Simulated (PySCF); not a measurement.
Br2Zn, triplet, geometry from GFN2-xTB (such geometries of metal compounds can be far from the true shape) (a higher spin typed on purpose: for a closed-shell molecule this is an excited state), with bond 2-1 at 2.0 times its length. Base run: B3LYP/def2-SV(P) (PySCF).

Geometry (Å):
```xyz
3

Zn    -0.6510    -0.8755    -1.1030
Br     0.9436     4.1122     0.2318
Br     0.4117    -0.8680     1.3811
```
Charge 0, spin multiplicity 3.
Orbitals are unrestricted.
All else is at PySCF's defaults.
Base energy -6926.89032 Eh.

The base run was repeated with changes; each row names its change, and settings that it needs were set with it.

| change | ΔE vs base (µEh) | SCF cycles | <S^2> | outcome |
|---|---|---|---|---|
| base | 0.0 | 26 | 2.006 | converged |
| level_shift = 0.5 (with mf.max_cycle = 100) | - | 100 | - | not converged |
| diis_space = 12 | 0.0 | 23 | 2.006 | converged |
| level_shift = 1.0 (with mf.max_cycle = 100) | - | 100 | - | not converged |
| init_guess = mod_huckel | 997 | 18 | 2.006 | converged |
| DIIS = EDIIS | - | 50 | - | not converged |
| level_shift = 0.3 (with mf.max_cycle = 100) | 0.0 | 100 | 2.006 | converged |
| diis_space = 20 | 0.0 | 23 | 2.006 | converged |
| solver = newton | 0.0 | - | 2.006 | converged |
| DIIS = ADIIS | - | 50 | - | not converged |
| conv_tol = 1e-6 | 37.7 | 15 | 2.006 | converged |
| solver = newton; init_guess = 1e | - | - | - | cut at the time limit |
| conv_tol_grad = 1e-7 | - | 50 | - | not converged |

Open shells are given as the SCF converged; they aren't shown to be the lowest states, and a large step between rows can be another state.
